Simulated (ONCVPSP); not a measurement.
# Ranking ONCV potentials for tantalum (Ta)

All share these settings but for the change named:

Ta, optimised norm-conserving Vanderbilt (ONCV), made with ONCVPSP 4.0.1 (BLYP, scalar-relativistic). Core [Kr] 4d10 4f14, reference 5s2 5p6 5d3 6s2. Waves: 5s+6s: rc 1.95 bohr, ncon 5, nbas 9, qcut 8 1/bohr, 2 projectors; 5p: rc 1.65 bohr, ncon 4, nbas 7, qcut 7 1/bohr, 2 projectors, debl 2 Ha; 5d: rc 1.65 bohr, ncon 4, nbas 8, qcut 9.5 1/bohr, local. Local part: the d channel. Core correction: none.

Test errors are all-electron minus pseudo excitation energies from the reference, over 5s2 5p6 5d3 6s1; 5s2 5p6 5d3 6s0; 5s2 5p6 5d2 6s0; 5s2 5p6 5d3 6s1 6p1. None of these files shows a bound ghost.

The base gives 7.3 meV.

Of 5 variants that were run, those that failed, showed a ghost or another fault, or gave nearly equal values are left out.

A variant can come out equal or close to the base, since the largest error may sit in a test that the change hardly touches while other tests move.

Task: Rank these variants by their largest absolute test error, smallest first.
A. s: rc 2.42
B. d: nproj 1; local potential polynomial inside 1.40 bohr (lpopt 5, dvloc0 6 Ha)
C. functional LDA (Perdew-Zunger)

Result: A (5.3 meV), B (7.3 meV), C (10.2 meV).
